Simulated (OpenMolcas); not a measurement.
## Fe3+: moving the ligands

Fe3+ with 6 ligands (chloride) in octahedral coordination (Oh) at 2.41 Å. A charge of +0.5 e stands 2.4 Å behind each ligand. Ligand basis ANO-RCC-VDZP.

| Item | Value |
| --- | --- |
| Program | OpenMolcas |
| Method | CASSCF |
| Basis | ANO-RCC-VDZP [5s4p2d1f] |
| Scalar Hamiltonian | DKH2, point nucleus |
| Active space | 5 electrons in 5 orbitals (3d) |
| State averaging | 2S+1 = 6 even, 1 root; 2S+1 = 4 even, 24 roots; 2S+1 = 2 even, 75 roots |
| Spin-orbit coupling | RASSI with atomic mean-field integrals over the reference wave functions |

Runs around this geometry, states (labels of O, the rotations of Oh). Energies in cm-1 above the lowest state or level, χT in cm3 K/mol; 10Dq and B are least-squares fits to the states below 45000 cm-1, weighted by degeneracy, with a free offset, and given where the rms deviation is under 5 % of |10Dq| (or 100 cm-1) and under 700 cm-1.

```
R (Å)  Ground state  10Dq  B (rms of fit)  First gap with spin-orbit (degeneracies)  χT at 300 K  First state of another spin
  2.3           6A1  9744      1186 (380)                              24987 (6, 2)        4.385                    4T1 25083
 2.41           6A1                                                    27743 (6, 2)        4.385                    4T1 27828
 2.52           6A1                                                    29719 (6, 2)        4.385                    4T1 29795
```

Without dynamic correlation the repulsion within the d shell is too large (B by tens of per cent), so at a given field states of lower spin stand too high. Ligand-to-metal charge-transfer states are missing. With no ligand orbital active B as a rule stays too high, so bands that hang on it stand too high and its fall with covalency is understated. With metal d orbitals alone and no dynamic correlation the field as a rule comes out too small, by tens of per cent, by up to half for chloride and softer ligands. No measured value stands beside these numbers; the geometry was imposed, not optimised, and the real ion may take another.
